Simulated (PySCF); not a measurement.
Spinor energies of Ar⁺ (argon, charge +1)

Start: [Ne] 3s1 3p5 4s1; 3s1/2 filled at m_j = +1/2; 3p1/2 filled at m_j = -1/2, +1/2; 3p3/2 filled at m_j = -1/2, +1/2, +3/2; 4s1/2 filled at m_j = +1/2. Calculated with PySCF 2.14 in x2c-TZVPall-2c with one added diffuse shell each of s, p type (6s7p2d1f, 44 functions): generalised Hartree-Fock with the X2C-1e Hamiltonian and a Gaussian nucleus; one run each with spin-orbit coupling (SO) switched off, then screened by Boettger's factors. This is a chosen level, not necessarily the ground level.

```csv
spinor shell,electrons,"ε, spin-free (eV)","ε, screened SO (eV)",weight of nominal j (screened SO),"rms radius, screened SO (bohr)"
1s1/2,2,-3264.3,-3264.3,1.000,0.0991
2s1/2,2,-360.54,-360.52,1.000,0.446
2p1/2,2,-283.79,-285.66,0.959,0.415
3s1/2,1,-57.233,-57.221,1.000,1.41
3p1/2,2,-34.146,-33.755,0.665,1.62
3p3/2,3,-34.146,-34.418,0.777,1.61
4s1/2,1,-10.379,-10.379,1.000,3.83
```

Where does 2p3/2 lie, and what is the 2p spin-orbit splitting (screened SO)?

At -282.83 eV, 2.824 eV above 2p1/2.

| quantity | spin-free | screened SO |
| --- | --- | --- |
| E (hartree) | -526.85204 | -526.85607 |
| M_J | 5/2 | 5/2 |
| ⟨J²⟩ | 8.759 | 8.759 |
| ⟨L²⟩ | 2.004 | 2.004 |
| ⟨S²⟩ | 3.755 | 3.755 |

Each row is a mean over spinors that exchange with the open shell spreads, by up to 6.576 eV (3p1/2).

Rows whose weight is well below 1 are mixtures of j = l ± 1/2: exchange outweighs spin-orbit coupling there, and the label is only the starting occupation.

Without spin-orbit coupling the j labels of p, d and f shells carry no meaning; the spin-free column gives the mean over the occupied spinors of each nl shell.
